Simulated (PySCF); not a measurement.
## K (potassium, neutral) across methods

[Ar] 4s1, 2S determinant. Computed with PySCF 2.14 in x2c-TZVPPall with one added diffuse shell each of s, p, d type (7s5p4d, 42 functions), with the spin-free X2C one-electron Hamiltonian (Gaussian nucleus).

| method | E (hartree) | mean ε 3p α (eV) | mean ε 3p β (eV) | mean ε 4s α (eV) | Σ⟨r²⟩ (bohr²) | ⟨S²⟩ |
| --- | --- | --- | --- | --- | --- | --- |
| PBE | -602.005 | -18.788 | -18.704 | -2.542 | 47.88 | 0.750 |
| HSE06 | -602.070 | -20.414 | -20.338 | -2.668 | 48.02 | 0.750 |
| UHF | -601.44942 | -25.957 | -25.909 | -4.033 | 50.92 | 0.750 |
| M06-2X | -602.225 | -22.559 | -22.574 | -3.610 | 46.72 | 0.750 |
| TPSS | -602.232 | -19.040 | -18.968 | -2.457 | 48.67 | 0.750 |
| BP86 | -602.279 | -18.840 | -18.769 | -2.655 | 46.99 | 0.750 |
| r2SCAN | -602.178 | -19.416 | -19.367 | -2.595 | 47.82 | 0.750 |
| PBE0 | -602.048 | -20.843 | -20.768 | -2.995 | 48.15 | 0.750 |
| LDA | -600.463 | -18.804 | -18.734 | -2.630 | 46.75 | 0.750 |
